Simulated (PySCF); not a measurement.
Compound: C4H5F4NO.
Atom-mapped SMILES: `[CH3:1]/[N:2]=[CH:3]\[C@H:4]([F:5])[O:6][C:7]([F:8])([F:9])[F:10]` (hydrogens: H11, H12, H13 on C1; H14 on C3; H15 on C4)

Torsions of this conformer, `[CH3:1]/[N:2]=[CH:3]\[C@H:4]([F:5])[O:6][C:7]([F:8])([F:9])[F:10]`: N2–C3–C4–F5 -173°, C3–C4–O6–C7 -156°, C4–O6–C7–F8 59°.

The closed-shell ground state was solved at several levels (PySCF, density fitting, gas phase, non-relativistic). The structure is a single PBE0-D3(BJ)/def2-SVP conformer in the gas phase; no vibrational or solvent corrections.

| level | basis functions | total energy (Eh) | HOMO (eV) | LUMO (eV) | gap (eV) | dipole (D) |
| --- | --- | --- | --- | --- | --- | --- |
| wB97X-D/def2-SVPD | 255 | -684.0808 | -9.66 | 0.74 | 10.40 | 1.58 |
| HF/pcSseg-1 | 195 | -681.3410 | -11.58 | 3.24 | 14.82 | 1.79 |
| B3LYP/pcJ-1 | 320 | -684.7674 | -7.43 | -1.21 | 6.22 | 1.61 |

Task: What might PBE0/pcSseg-1 (195 basis functions) give for the same quantities?

Result: Total energy -684.0063 Eh, HOMO -7.68 eV, LUMO -0.98 eV, gap 6.70 eV, dipole 1.63 D.

Task: Over all these levels, which gives the widest orbital gap and which the narrowest?

Result: HF/pcSseg-1 (Hartree–Fock, all exact exchange) has the widest, 14.82 eV, and B3LYP/pcJ-1 (global hybrid, 20 % exact exchange) the narrowest, 6.22 eV. Functional and basis both differ between the two, so the spread mixes both effects. The HOMO need not be the same orbital at Hartree–Fock and at DFT levels.

Task: How far do the dipole and the HOMO energy spread over the levels?

Result: The dipole runs from 1.58 to 1.79 D (mean 1.65 D) and the HOMO from -11.58 to -7.43 eV.

The pairwise dispersion term of wB97X-D wasn't added to the energies; at a given geometry it leaves orbitals and properties as they are.
